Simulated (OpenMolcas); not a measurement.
**Potential curves of GeF⁺: spin-free states**

Calculated with OpenMolcas 26.06: state-averaged CASSCF(8,7) over Ge 4s 4p, F 2p, XMS-CASPT2 (IPEA 0.25, imaginary shift 0.2 hartree), scalar X2C, ANO-RCC-VTZP, then RASSI spin–orbit state interaction with atomic mean-field integrals. C2 symmetry about the axis (a holds Σ, Δ, Γ; b holds Π, Φ, H; Σ⁺ and Σ⁻ are not told apart); roots by multiplicity and irrep: 1a 4, 3b 2, 3a 4, 1b 2.

XMS-CASPT2 energies in eV from the lowest point. Curves are followed by energy order within each symmetry, so they are adiabatic and may change character at avoided crossings; Σ⁺ and Σ⁻ are counted together.

| R (Å) | (1)1Σ | (1)3Π | (1)1Δ | (2)1Σ | (1)3Σ | (1)1Π | (1)3Δ | (2)3Σ |
| --- | --- | --- | --- | --- | --- | --- | --- | --- |
| 1.458 | 1.207 | 6.329 | 11.828 | 11.888 | 11.546 | 8.413 | 11.827 | 12.009 |
| 1.542 | 0.326 | 5.440 | 9.871 | 9.916 | 9.682 | 7.339 | 9.934 | 10.108 |
| 1.619 | 0.014 | 5.095 | 8.643 | 8.680 | 8.531 | 6.779 | 8.758 | 8.915 |
| 1.695 | 0.000 | 5.019 | 7.763 | 7.797 | 7.712 | 6.445 | 7.913 | 8.053 |
| 1.780 | 0.206 | 5.111 | 7.077 | 7.107 | 7.065 | 6.269 | 7.239 | 7.361 |
| 1.865 | 0.536 | 5.300 | 6.591 | 6.621 | 6.611 | 6.237 | 6.760 | 6.865 |
| 1.983 | 1.076 | 5.563 | 6.127 | 6.154 | 6.195 | 6.279 | 6.313 | 6.397 |

**Question.** With masses 73.921 and 18.998 u, fit the curves (1)1Σ, (1)3Π near their minima.

**Answer.** At XMS-CASPT2, Te from the lowest curve (the fit fixes ωe to a per cent or two; the method's Re and ωe can be off by some per cent):

| curve | Te (cm⁻¹) | Re (Å) | ωe (cm⁻¹) |
| --- | --- | --- | --- |
| (1)1Σ | 0 | 1.660 | 850.4 |
| (1)3Π | 40650 | 1.687 | 715.8 |

Only roots inside an energy window near the equilibrium distance were included, so the list of states is not complete; labels number the states computed. Each spin and symmetry block has orbitals of its own, averaged over its own roots, so gaps between blocks are less sure than gaps within one and near the minimum can be off by tenths of an eV, in bad cases by more. No Rydberg orbitals are active, so Rydberg states, and σ→σ* states whose orbital the CASSCF left unused, can be missing between those listed. CASPT2 splits the two components of degenerate states numerically, here by up to 23 cm⁻¹. Points that failed a check (symmetry, reference weights, a jump) are left out.
